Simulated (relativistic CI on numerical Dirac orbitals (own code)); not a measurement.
Computed by Dirac-Coulomb-Breit CI, KLI orbitals optimised for each configuration, model QED, unscaled Slater integrals (own radial code, finite nucleus).

The strongest absorption lines from the ground level of an ion, among the configurations computed and to levels below about 1610 eV (vacuum wavelength in Å, gf): 7.8325 (2.7), 7.8354 (1.9), 7.8667 (0.87), 8.0546 (0.44), 8.1695 (0.84), 9.4953 (0.36), 9.4991 (0.41), 34.041 (0.83).

**Question.** Which ion is it?
A. Dy XLII
B. Eu XXXVII
C. Dy XXXVIII
D. Dy XL

**Answer.** D. Dy XL has 27 electrons and the ground level 3s2 3p6 3d9 2D_5/2; the strongest line goes to 3s2 3p6 3d8 4f 4G°_7/2. The pattern of lines fixes the number of electrons, and along that sequence the line energies rise steadily with the charge (about as its square where n changes within one kind of shell, about linearly where n is kept but much faster in heavy ions where fine structure, which grows about as Z⁴, sets the gap, and irregularly where shells cross), which fixes Z. Configurations outside the model, such as inner-shell arrays, can give stronger lines. At this charge energies of transitions that change n are usually good to better than 1 %, and those within a shell (Δn = 0) to a few per cent.

LS names give the leading component of a level, which can be under half, so a name can repeat, a term be missing and a line seem to break the LS rules.
